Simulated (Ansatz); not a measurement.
Molecule: dichloro(dimethyl)germane, C₂H₆Cl₂Ge, charge 0, multiplicity 1. 
Geometry from a B3LYP-D3(BJ)/def2-TZVP (Ansatz, a program for electronic structure) optimisation:
```
Ge
C 1 1.9460
H 2 1.0881 1 109.18
H 2 1.0895 3 109.44 1 -119.86
H 2 1.0895 3 109.44 4 -120.27
C 1 1.9460 2 117.90 3 180.00
H 6 1.0881 1 109.18 2 180.00
H 6 1.0895 7 109.44 1 -119.86
H 6 1.0895 7 109.44 8 -120.27
Cl 1 2.1769 2 107.90 3 57.55
Cl 1 2.1769 2 107.90 3 -57.55
```
Charge 0, spin multiplicity 1.

Total electronic energies in hartree. Valence correlation only, unless marked. Spin-orbit coupling is left out. Frozen are the shells of the preceding noble gas and the d and f shells that filled before the atom's block. Non-relativistic. CBS marks a two-point X^-3 extrapolation of the correlation energy; Hartree-Fock from the larger set.

```json
[
 {"level": "PBE-D3(BJ)/def2-TZVPD", "program": "Ansatz + dftd3", "energy (Eh)": "-3076.60544"},
 {"level": "BLYP-D4/def2-TZVPD", "program": "Ansatz + dftd4", "energy (Eh)": "-3077.41981"},
 {"level": "B97M-V/def2-TZVPD", "program": "Ansatz", "energy (Eh)": "-3076.78156"},
 {"level": "PBE0/STO-3G", "program": "Ansatz", "energy (Eh)": "___"},
 {"level": "PBE0-D4/def2-TZVP", "program": "Ansatz + dftd4", "energy (Eh)": "-3076.74874"},
 {"level": "BHLYP-D3(BJ)/def2-TZVPD", "program": "Ansatz + dftd3", "energy (Eh)": "-3077.34811"},
 {"level": "r2SCANh/def2-TZVPD", "program": "Ansatz", "energy (Eh)": "___"},
 {"level": "CAM-B3LYP-D3(BJ)/def2-TZVPD", "program": "Ansatz + dftd3", "energy (Eh)": "-3077.51233"},
 {"level": "wB97M-V/def2-TZVPD", "program": "Ansatz", "energy (Eh)": "-3077.19393"},
 {"level": "B2PLYP/def2-TZVPD", "program": "Ansatz", "energy (Eh)": "-3076.64967"},
 {"level": "MP2/def2-TZVPP", "program": "Ansatz", "energy (Eh)": "-3074.62294"},
 {"level": "MP2/def2-TZVPPD", "program": "Ansatz", "energy (Eh)": "-3074.63003"},
 {"level": "MP2/def2-QZVPPD", "program": "Ansatz", "energy (Eh)": "-3074.76465"},
 {"level": "MP2/CBS(def2-TZVPPD,def2-QZVPPD)", "program": "Ansatz", "energy (Eh)": "-3074.8126"},
 {"level": "RI-MP2/def2-TZVPPD", "program": "Ansatz", "energy (Eh)": "-3074.62978"},
 {"level": "SCS-MP2/6-31G", "program": "Ansatz", "energy (Eh)": "-3073.58567"},
 {"level": "SCS-MP2/def2-QZVPP", "program": "Ansatz", "energy (Eh)": "-3074.76781"},
 {"level": "SCS-MP2/def2-QZVPPD", "program": "Ansatz", "energy (Eh)": "-3074.76900"},
 {"level": "CCSD/def2-TZVPPD", "program": "Ansatz", "energy (Eh)": "-3074.69251"},
 {"level": "CCSD(T)/STO-3G", "program": "Ansatz", "energy (Eh)": "-3039.58014"},
 {"level": "CCSD(T)/6-31G*", "program": "Ansatz", "energy (Eh)": "-3074.06330"},
 {"level": "CCSD(T)/CBS(def2-TZVPP,def2-QZVPP)", "program": "Ansatz", "energy (Eh)": "-3074.9109"},
 {"level": "CCSD(T)/CBS(def2-TZVPPD,def2-QZVPPD)", "program": "Ansatz", "energy (Eh)": "-3074.9086"}
]
```

**Question.** Some entries are withheld; supply them.

**Answer.** 
- PBE0/STO-3G, energy (Eh): -3041.89118
- r2SCANh/def2-TZVPD, energy (Eh): -3077.27362
